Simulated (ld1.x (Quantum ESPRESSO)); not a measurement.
**Scattering properties, TM potential for Sr (Z = 38)**

ld1.x (Quantum ESPRESSO) 7.5 input, shortened:

```
&input
   title='Sr', zed=38., rel=1, dft='PBE', iswitch=3,
   config='[Kr] 4d0 5s0 5p0'
 /
 &inputp
   pseudotype=2, tm=.true., lloc=-2, rcloc=2.30,
   nlcc=.true., new_core_ps=.true., rcore=1.80
 /
3
4S  1  0   2.00   0.00  2.20  2.20  0.0
4P  2  1   6.00   0.00  2.60  2.60  0.0
4D  3  2   0.00   0.00  2.20  2.20  0.0
 &test
   configts(1)='4s2 4p6 4d0 5s0 5p0'
 /
```

The phase is arctan(r·u′/u) with u = r·R(r), unwrapped; energies in Ry, scanned from -6 to 5 Ry. A pole is an energy at which the radial function vanishes at the test radius. The pseudo phase is shifted by a multiple of π to meet the all-electron one at the reference energy, and phase errors are pseudo minus all-electron; the curves can meet again beyond the range given. Levels narrower than the energy grid can be missing from the lists of poles.

**Question.** For each channel, where are the poles, and over which energies does the pseudopotential scatter like the atom?

**Answer.**

| channel | radius (bohr) | reference energy (Ry) | poles, all-electron | poles, pseudo | unbroken range about the reference energy with phases within 0.05 rad | phase error 1 Ry above the reference energy (rad) |
| --- | --- | --- | --- | --- | --- | --- |
| s | 2.84 | -4.02 | -3.94, 1.98 | -3.94, 1.14 | below -1.5 | -0.003 |
| p | 2.84 | -2.68 | -2.50, 3.10 | -2.50, 3.14 | below 0.2 | +0.001 |
| d | 2.84 | -0.98 | -0.24 | -0.24 | below 1.5 | +0.003 |

Phases in the d channel:

```csv
E (Ry),all-electron,pseudo
-6.00,1.412,1.412
-5.74,1.407,1.407
-5.48,1.403,1.403
-5.22,1.397,1.397
-4.96,1.391,1.391
-4.70,1.385,1.385
-4.44,1.377,1.377
-4.18,1.369,1.369
-3.92,1.360,1.360
-3.66,1.349,1.349
-3.40,1.335,1.336
-3.14,1.320,1.320
-2.88,1.300,1.300
-2.62,1.275,1.275
-2.36,1.240,1.241
-2.10,1.191,1.192
-1.84,1.111,1.112
-1.58,0.959,0.959
-1.32,0.570,0.571
-1.06,-0.465,-0.465
-0.80,-1.189,-1.189
-0.54,-1.439,-1.438
-0.28,-1.558,-1.557
-0.02,-1.635,-1.632
0.24,-1.695,-1.691
0.50,-1.751,-1.745
0.76,-1.811,-1.802
1.02,-1.886,-1.871
1.28,-1.992,-1.964
1.54,-2.167,-2.109
1.80,-2.506,-2.369
2.06,-3.150,-2.877
2.32,-3.816,-3.571
2.58,-4.172,-4.033
2.84,-4.351,-4.268
3.10,-4.455,-4.398
3.36,-4.522,-4.479
3.62,-4.570,-4.535
3.88,-4.606,-4.576
4.14,-4.635,-4.608
4.40,-4.659,-4.634
4.66,-4.680,-4.656
4.92,-4.698,-4.674
```
